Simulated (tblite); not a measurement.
C₆H₈N (doublet state).
Cartesian coordinates in Å at the GFN2-xTB level; atoms count from 1:
```xyz
15
C6H8N angstrom
C     -2.1092   -0.8828    0.1006
C     -0.8195   -1.1717    0.0484
C      0.2948   -0.1960   -0.0114
C      1.6126   -0.7904   -0.0601
N      2.7234   -0.2380   -0.1176
C      0.0826    1.1194   -0.7595
C      0.1473    1.1380    0.7188
H     -2.8550   -1.6574    0.1416
H     -2.4830    0.1279    0.1041
H     -0.5015   -2.2064    0.0474
H      3.5682   -0.7955   -0.1453
H      0.9279    1.5007   -1.3115
H     -0.8708    1.2480   -1.2492
H      1.0373    1.5326    1.1848
H     -0.7596    1.2797    1.2870
```

Computed values, GFN2-xTB/tblite, gas phase, harmonic and unscaled. The method is semi-empirical: single wavenumbers can be off by several per cent or more. One conformer, not necessarily the lowest. Open shells enter through the occupations alone, without spin polarisation, and single modes of such species can be off by tens of per cent.

Harmonic wavenumbers (cm⁻¹): 66.6, 126.0, 183.8, 247.2, 275.6, 305.5, 450.9, 516.5, 650.4, 709.5, 719.4, 803.5, 879.2, 892.6, 903.7, 932.2, 968.2, 1017.2, 1052.9, 1059.8, 1082.7, 1137.0, 1150.0, 1227.9, 1299.4, 1327.4, 1414.5, 1421.2, 1465.1, 1701.3, 1849.9, 3057.0, 3083.4, 3085.2, 3095.9, 3103.2, 3112.5, 3129.4, 3344.0.

A = 5213, B = 2075, C = 1677 MHz; mass 94.066 u (most abundant isotopes); point group Cs, symmetry number 1; spin multiplicity 2.

Zero-point energy?

½Σν̃ = 26424 cm⁻¹ = 75.55 kcal/mol.

Give the ideal-gas entropy at 273.15 K and 1 bar in the rigid-rotor, harmonic-oscillator model (classical rotation).

Translation 39.13, rotation 27.01, vibration 16.22, spin (R ln 2) 1.38: S = 83.7 cal/(mol K).

And Cp and H(273.15 K) − H(0)?

Cp = 27.51 cal/(mol K), of which vibrations give 19.56 (their classical limit is 39 R = 77.5); H(273.15 K) − H(0) = 4.67 kcal/mol without the zero-point energy, 2.50 from vibrations.

Which modes carry the vibrational entropy at 273.15 K?

66.6 cm⁻¹: 4.08; 126.0 cm⁻¹: 2.84; 183.8 cm⁻¹: 2.13; 247.2 cm⁻¹: 1.60; 275.6 cm⁻¹: 1.41; 305.5 cm⁻¹: 1.24 cal/(mol K); the other 33 give 2.92 together.

How do the functions run with temperature in this model?

```
 T (K)  S (cal/(mol K))  Cp (cal/(mol K))  H − H(0) (kcal/mol)  G − H(0) (kcal/mol)  ln q(vib)
   150             70.5              18.0                 1.89                -8.68       1.55
   250             81.4              25.6                 4.06               -16.29       3.17
298.15             86.2              29.6                 5.39               -20.32       3.98
   400             96.1              37.7                 8.82               -29.61       5.75
   600            113.9              50.0                17.68               -50.65       9.36
   900            136.5              61.3                34.52               -88.32      14.64
```

q(vib) and H(0) count from the zero-point level.

Blend soft modes into free rotors: weight 1/[1 + (100 cm⁻¹/ν̃)⁴] for the oscillator and the rest for a rotor with moment μB/(μ + B), μ = h/(8π²ν), B = 10⁻⁴⁴ kg m². What vibrational entropy results?

15.40 cal/(mol K) in place of 16.22, which changes −T·S at 273.15 K by +0.22 kcal/mol.

What must be added to the electronic energy to get the Gibbs energy at 273.15 K and 1 bar?

ZPE + [H(273.15 K) − H(0)] − T·S = 75.55 + 4.67 − 22.87 = 57.35 kcal/mol.

Hindered rotation and anharmonicity are outside this model. Other conformers, if any are populated, would add a mixing term that is left out.
